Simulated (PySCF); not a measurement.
**Spinor energies of Ga²⁺ (gallium, charge +2)**

Start: [Ar] 3d10 4s1; 4s1/2 filled at m_j = +1/2. Calculated with PySCF 2.14 in x2c-TZVPall-2c with one added diffuse shell each of s, p, d type (7s8p5d1f, 63 functions): generalised Hartree-Fock with the X2C-1e Hamiltonian and a Gaussian nucleus; one run each with spin-orbit coupling (SO) switched off, then screened by Boettger's factors. This is a chosen level, not necessarily the ground level.

```csv
spinor shell,electrons,"ε, spin-free (eV)","ε, screened SO (eV)",weight of nominal j (screened SO),"rms radius, screened SO (bohr)"
1s1/2,2,-10461.8,-10461.6,1.000,0.0560
2s1/2,2,-1361.2,-1361.2,1.000,0.235
2p1/2,2,-1183.1,-1202.1,1.000,0.209
2p3/2,4,-1183.1,-1173.9,1.000,0.212
3s1/2,2,-199.02,-199.02,1.000,0.699
3p1/2,2,-143.17,-145.81,1.000,0.730
3d3/2,4,-51.782,-52.093,0.991,0.883
3d5/2,6,-51.782,-51.573,0.994,0.887
4s1/2,1,-29.742,-29.742,1.000,2.29
```

(1) Where does 3p3/2 lie, and what is the 3p spin-orbit splitting (screened SO)?

| quantity | spin-free | screened SO |
| --- | --- | --- |
| E (hartree) | -1941.24471 | -1941.30776 |
| M_J | 1/2 | 1/2 |
| ⟨J²⟩ | 0.751 | 0.751 |
| ⟨L²⟩ | 0.000 | 0.002 |
| ⟨S²⟩ | 0.751 | 0.752 |

Each row is a mean over spinors that exchange with the open shell spreads, by up to 0.471 eV (3s1/2).

Without spin-orbit coupling the j labels of p, d and f shells carry no meaning; the spin-free column gives the mean over the occupied spinors of each nl shell.

Results:

(1) At -141.89 eV, 3.915 eV above 3p1/2.
